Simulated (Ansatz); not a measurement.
BrFGaH₃Sn (`[F][Ga]([Br])[SnH3]`), 7 atoms. Charge 0, multiplicity 1. Correlated methods include outer-core shells of Br, Ga, Sn, which these sets cover unevenly. Scalar relativity is left out up to krypton. Sn takes the def2 core potential. All runs use 4 threads of an Arm Neoverse V2 on a shared host. Correlated methods freeze the cores.

Question: Give the basis size and wall time and peak host memory of each of these runs in Ansatz. RKS B2PLYP (frozen core)/def2-TZVPP energy; RKS PBE-QIDH (frozen core)/def2-TZVPP energy; RKS ωB97M-V/def2-TZVPP energy and forces; RKS HSE06 (plane-wave form)-D4/def2-TZVPP energy; direct RPA on PBE orbitals/def2-TZVPP energy; RKS PBE0-D4/def2-TZVP relaxation (8 steps); RHF-CCSD(T)/def2-SVP energy; RKS PBE0-D4/def2-TZVP frequencies; RHF-CCSD(T)/def2-TZVPP energy; RKS PBE0-D4/def2-QZVPP energy; RKS ωB97M-V/def2-SVP energy; RKS PBE0-D4/def2-SVP energy. (Estimate.)

Answer: The calculation gave: Other jobs shared the machine, so times are rough.

| level | job | functions | wall time | peak host memory (GiB) |
| --- | --- | --- | --- | --- |
| RKS PBE0-D4/def2-SVP | energy | 119 | 1.7 s | 0.43 |
| RKS HSE06 (plane-wave form)-D4/def2-TZVPP | energy | 219 | 4.3 s | 0.88 |
| direct RPA on PBE orbitals/def2-TZVPP | energy | 219 | 6 s | 0.55 |
| RKS B2PLYP (frozen core)/def2-TZVPP | energy | 219 | 7 s | 0.66 |
| RKS PBE-QIDH (frozen core)/def2-TZVPP | energy | 219 | 7 s | 0.66 |
| RKS ωB97M-V/def2-SVP | energy | 119 | 7 s | 0.46 |
| RKS PBE0-D4/def2-QZVPP | energy | 407 | 11 s | 1.9 |
| RHF-CCSD(T)/def2-SVP | energy | 119 | 15 s | 0.67 |
| RKS ωB97M-V/def2-TZVPP | energy and forces | 219 | 15 s | 1 |
| RKS PBE0-D4/def2-TZVP | relaxation (8 steps) | 195 | 43 s | 0.7 |
| RKS PBE0-D4/def2-TZVP | frequencies | 195 | 2.6 min | 0.7 |
| RHF-CCSD(T)/def2-TZVPP | energy | 219 | 4.4 min | 3.9 |
